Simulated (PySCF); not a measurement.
Isomers of C6H12Si, mass 112.071 u with the commonest isotopes. Method used: PBE0-D3(BJ)/def2-SVP geometry optimisation, gas phase in PySCF 2.14.0. One conformer each, none proved a minimum here; rigid rotors.

Question: Order these by rotational constant A, largest first.
A. Si(vinyl)2Me2 (`C[Si](C=C)(C)C=C`)
B. `C#C[SiH2]C(C)(C)C`
C. `[CH2:1]=[CH:2][SiH:3]1[CH2:4][CH2:5][CH2:6][CH2:7]1` with C1–C2–Si3–C4 -50°, C2–Si3–C4–C5 106°, Si3–C4–C5–C6 37°, C4–C5–C6–C7 -50°, C5–C6–C7–Si3 37°
D. `[CH2:1]=[C:2]([CH3:3])[CH:4]1[CH2:5][SiH2:6][CH2:7]1` with C1–C2–C4–C5 3°, C2–C4–C5–Si6 151°, C4–C5–Si6–C7 -20°, C5–Si6–C7–C4 19°, C2–C4–C7–Si6 -153°

Answer: D (4550 MHz), C (3495 MHz), B (3412 MHz), A (2090 MHz).

Question: Order these by rotational constant C, largest first.
A. `C#C[SiH2]C(C)(C)C`
B. `[CH2:1]=[CH:2][SiH:3]1[CH2:4][CH2:5][CH2:6][CH2:7]1` with C1–C2–Si3–C4 -50°, C2–Si3–C4–C5 106°, Si3–C4–C5–C6 37°, C4–C5–C6–C7 -50°, C5–C6–C7–Si3 37°
C. `[CH2:1]=[C:2]([CH3:3])[CH:4]1[CH2:5][SiH2:6][CH2:7]1` with C1–C2–C4–C5 3°, C2–C4–C5–Si6 151°, C4–C5–Si6–C7 -20°, C5–Si6–C7–C4 19°, C2–C4–C7–Si6 -153°

Answer: B (1436 MHz), A (1258 MHz), C (1121 MHz).

Question: Order these by radius of gyration √(Σ m r²/M), largest first.
A. `[CH2:1]=[CH:2][SiH:3]1[CH2:4][CH2:5][CH2:6][CH2:7]1` with C1–C2–Si3–C4 -50°, C2–Si3–C4–C5 106°, Si3–C4–C5–C6 37°, C4–C5–C6–C7 -50°, C5–C6–C7–Si3 37°
B. `C#C[SiH2]C(C)(C)C`
C. Si(vinyl)2Me2, `C=C[Si](C)(C)C=C`

Answer: B (2.026 Å), C (1.975 Å), A (1.924 Å).

```csv
SMILES,point group,Ia (u·Å²),Ib (u·Å²),Ic (u·Å²),κ,μa (D),μb (D),μc (D)
C=C[SiH]1CCCC1,C1,144.61,333.28,351.97,-0.92,0.02,0.20,0.52
C#C[SiH2]C(C)(C)C,Cs,148.12,370.60,401.73,-0.90,0.34,0.75,0.00
C=C[Si](C)(C)C=C,near C2,241.86,276.95,355.64,0.21,0.07,0.02,0.00
C=C(C)C1C[SiH2]C1,C1,111.06,375.07,450.69,-0.87,0.22,0.40,0.06
```
